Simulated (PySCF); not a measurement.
# Dipole moment and polarisability of `O=C1C[C@H](C(F)F)CCN1`

C6H9F2NO.
Structure used (PBE0-D3(BJ)/def2-SVP), in Å, numbered top down from 1:
```xyz
19
C6H9F2NO angstrom
O      1.351    2.566    0.684
C      0.976    1.465    0.335
C     -0.083    1.285   -0.739
C     -0.759   -0.082   -0.748
C     -1.773   -0.182    0.373
F     -2.295   -1.432    0.419
F     -2.790    0.681    0.150
C      0.306   -1.169   -0.658
C      1.117   -1.043    0.621
N      1.515    0.326    0.860
H      0.420    1.458   -1.704
H     -0.805    2.104   -0.619
H     -1.340   -0.206   -1.676
H     -1.351    0.048    1.369
H     -0.149   -2.169   -0.705
H      0.972   -1.070   -1.530
H      2.017   -1.676    0.554
H      0.530   -1.432    1.476
H      2.206    0.507    1.581
```

Level: B3LYP/def2-SVPD (PySCF), static field, nuclei fixed, core orbitals frozen in the response. The polarisability tensor in these axes (au):

```
x   79.59  1.71  6.00
y    1.71 91.24 -0.16
z    6.00 -0.16 72.11
```

Question: Give the principal values, the mean and the anisotropy Δα = √{½[(α1 − α2)² + (α2 − α3)² + (α1 − α3)²]}.

Answer: Principal values 68.74, 82.69 and 91.52 au; mean 80.98 au = 12.00 Å³ = 13.35 × 10⁻⁴⁰ C²·m²/J; Δα = 19.89 au (25 % of the mean).

Question: What is the dipole moment, and where does it point?

Answer: (1.44, -3.67, -0.76) D, 4.01 D in size, pointing from the negative to the positive side. Measured along this direction, the outermost atoms are H12 and O1 at the negative end and H17 and H15 at the positive end.

Question: Give the eigenvalues of the traceless quadrupole moment Θ = ½Σq(3rr − r²1), origin at the centre of nuclear charge.

Answer: -21.34, 6.44, 14.90 D·Å. The values depend on the origin, since the dipole doesn't vanish. The electronic extent ⟨r²⟩ about the same centre is 1421 bohr², a root-mean-square distance of 2.26 Å for the 78 electrons.

Question: Rayleigh depolarisation ratio (linearly polarised light, static tensor)?

Answer: ρ = 3Δα²/(45ᾱ² + 4Δα²) = 1187.1/(295110 + 1582.7) = 0.004.

Question: Give the principal axes and the span of the nuclei along them.

Answer: Largest value along (0.16, 0.99, 0.04), where the nuclei span 4.97 Å; middle along (0.86, -0.16, 0.49), 5.01 Å; least along (-0.49, 0.04, 0.87), 3.71 Å. 

Question: In TDDFT the mean static polarisability is Σ f/ω² over all singlet excitations (ω in hartree). How much of it do the 10 lowest give? Their energies (eV) and oscillator strengths: 5.52, 0.0005; 6.38, 0.0083; 6.47, 0.0151; 6.76, 0.0605; 6.96, 0.0019; 7.20, 0.0258; 7.26, 0.0730; 7.35, 0.0326; 7.45, 0.0312; 7.50, 0.0047.

Answer: They add up to 3.76 au, 4.6 % of the 80.98 au; the largest single term is 1.03 au, from the state at 7.26 eV. Terms in order: 0.01, 0.15, 0.27, 0.98, 0.03, 0.37, 1.03, 0.45, 0.42, 0.06 au. Higher excitations give the rest. The strengths listed sum to 0.254.

Question: Find the Langevin capture rate constant for NO+ (29.998 u) meeting this molecule (149.065 u), k = 2.342 × 10⁻⁹ cm³/s × √(α in Å³ / reduced mass in u).

Answer: The reduced mass is 24.97 u, so k = 1.62 × 10⁻⁹ cm³/s. The formula leaves out the permanent dipole, which adds to the capture rate.

Geometry: PBE0-D3(BJ)/def2-SVP, one conformer, isolated molecule.

The run behind these numbers computed excited states and ΔSCF ions as well. Time: 5.7 min of wall time. Hardware: an Arm Neoverse V1 with one thread, no GPU (shared host).
